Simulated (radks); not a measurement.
Q: Species: Hf+. Configuration: [Xe] 4f14 6s2 6p1 (not the ground configuration). Method: Dirac Kohn-Sham, PBE, spin-unpolarised, spherical densities, point nucleus; open shells fill j = l - 1/2 first; computed with a radial shooting solver on a logarithmic mesh with Libxc functionals. Some entries of the table are withheld. Estimate them.

orbital,occ.,eigenvalue (hartree),r(max) (bohr)
1s1/2,2,-2396.582,0.01190
2s1/2,2,-409.9943,0.06824
2p1/2,2,-391.5577,0.05091
2p3/2,4,-347.7545,0.05754
3s1/2,2,(1),0.1924
3p1/2,2,-85.62054,0.1804
3p3/2,4,-76.23292,0.1940
3d3/2,4,-62.43208,(2)
3d5/2,6,-60.38487,(3)
4s1/2,2,(4),0.4378
4p1/2,2,-15.93672,0.4383
4p3/2,4,-13.78931,0.4673
4d3/2,4,-8.29940,0.4660
4d5/2,6,-7.90632,0.4753
5s1/2,2,-2.94070,(5)
5p1/2,2,-1.98627,1.096
5p3/2,4,-1.69221,1.180
4f5/2,6,-1.13744,0.4521
4f7/2,8,-1.07321,0.4573
6s1/2,2,-0.49332,(6)
6p1/2,1,(7),3.184
6p3/2,0,(8),3.408

A: 
(1) 3s1/2 eigenvalue (hartree): -93.78500
(2) 3d3/2 r(max) (bohr): 0.1524
(3) 3d5/2 r(max) (bohr): 0.1562
(4) 4s1/2 eigenvalue (hartree): -19.28033
(5) 5s1/2 r(max) (bohr): 1.015
(6) 6s1/2 r(max) (bohr): 2.669
(7) 6p1/2 eigenvalue (hartree): -0.31679
(8) 6p3/2 eigenvalue (hartree): -0.28639
